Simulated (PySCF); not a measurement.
Species: C2H7GeNO.
Cartesian coordinates in Å at the PBE0-D3(BJ)/def2-SVP level; atoms count from 1:
```xyz
12
C2H7GeNO angstrom
C     -1.0892   -0.8938    0.2171
N     -0.0868    0.1452    0.1118
Ge     1.7737   -0.0923    0.2508
C     -0.4334    1.4348   -0.1069
O      0.3819    2.3313   -0.1975
H     -0.6007   -1.8566    0.4159
H     -1.7931   -0.7042    1.0447
H     -1.6701   -1.0046   -0.7141
H      1.9020   -1.6069    0.5044
H      2.4494    0.2958   -1.0685
H      2.3165    0.7064    1.4401
H     -1.5330    1.6116   -0.1985
```

Jobs on this species (12 atoms, 66 electrons) with PySCF (density fitting). Hardware of each: an Arm Neoverse V1 with one thread, shared host. Other jobs ran on the host; a repeat could differ by tens of per cent or more. Peak memory is the resident size of the whole Python process, interpreter and libraries included.

Question: Rank these jobs by wall time, shortest first.
A. delta-SCF UKS PBE, pcX-2 on the ionised atom, pcseg-1 elsewhere, spin-free X2C; ΔSCF core ionisation, 4 holes; 149 basis functions
B. PBE0-D3(BJ)/def2-SVP, grid level 1; geometry optimisation from a GFN2-xTB start shaken at random; 123 basis functions
C. delta-SCF UKS SCAN, pcX-2 on the ionised atom, pcseg-1 elsewhere, spin-free X2C; ΔSCF core ionisation, 4 holes; 149 basis functions

Answer: A (19 s), C (31 s), B (56 s).

All jobs:

```tsv
level and settings	work	basis functions	SCF cycles	wall time	peak memory
delta-SCF UKS PBE, pcX-2 on the ionised atom, pcseg-1 elsewhere, spin-free X2C	ΔSCF core ionisation, 4 holes	149	69	19 s	0.51 GiB
delta-SCF UKS SCAN, pcX-1 on the ionised atom, pcseg-1 elsewhere, spin-free X2C	ΔSCF core ionisation, 4 holes	128	71	25 s	0.50 GiB
delta-SCF UKS HF, pcX-2 on the ionised atom, pcseg-1 elsewhere, spin-free X2C	ΔSCF core ionisation, 4 holes	149	72	27 s	0.50 GiB
delta-SCF UKS SCAN, pcX-2 on the ionised atom, pcseg-1 elsewhere, non-relativistic	ΔSCF core ionisation, 4 holes	149	72	28 s	0.50 GiB
delta-SCF UKS SCAN, def2-TZVP on the ionised atom, pcseg-1 elsewhere, spin-free X2C	ΔSCF core ionisation, 4 holes	135	72	28 s	0.50 GiB
delta-SCF UKS SCAN, pcX-2 on the ionised atom, pcseg-1 elsewhere, spin-free X2C	ΔSCF core ionisation, 4 holes	149	72	31 s	0.52 GiB
delta-SCF UKS PBE0, pcX-2 on the ionised atom, pcseg-1 elsewhere, spin-free X2C	ΔSCF core ionisation, 4 holes	149	67	40 s	0.59 GiB
delta-SCF UKS B3LYP, pcX-2 on the ionised atom, pcseg-1 elsewhere, spin-free X2C	ΔSCF core ionisation, 4 holes	149	65	40 s	0.59 GiB
PBE0-D3(BJ)/def2-SVP, grid level 1	geometry optimisation from a GFN2-xTB start shaken at random	123	57	56 s	0.51 GiB
```

What do all jobs in the table cost together?

About 4.9 min; the longest takes about 19 % of that, and about 2.9 times as long as the shortest.
